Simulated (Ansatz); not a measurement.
Relaxation of FH3InNO (7 atoms, charge 0, multiplicity 1), to a largest force component of 0.02 eV/Å in at most 40 steps.

Level of theory: RKS PBE0-D4/def2-SVP in Ansatz.

```xyz
7
Properties=species:S:1:pos:R:3
N -0.182 -0.655 -1.572
In -0.128 0.024 0.359
O 0.234 1.806 1.026
F -0.604 -1.147 1.867
H -0.003 -1.655 -1.573
H 0.575 -0.206 -2.082
H 0.109 1.834 1.977
```

Task: Where does it end, and by what steps?

Result: The run converged. After 5 steps the energy has fallen by 0.053 eV; F4 moved furthest, 0.10 Å.

```
step  energy less start (eV)  largest force component (eV/Å)  accepted
   0                  0.0000                           1.083       yes
   1                 -0.0461                           0.232       yes
   2                 -0.0514                           0.205       yes
   3                 -0.0529                           0.093       yes
   4                 -0.0530                           0.074       yes
   5                 -0.0533                           0.008       yes
```

```xyz
7
Properties=species:S:1:pos:R:3
N -0.132 -0.671 -1.507
In -0.099 0.001 0.393
O 0.252 1.847 1.032
F -0.662 -1.219 1.826
H 0.014 -1.674 -1.591
H 0.506 -0.192 -2.138
H 0.121 1.909 1.986
```

Time of the run: 31 s on 1 thread of Intel(R) Xeon(R) Platinum 8259CL CPU @ 2.50GHz (Skylake/Cascade Lake), with other jobs on the host, peak memory 0.17 GiB.
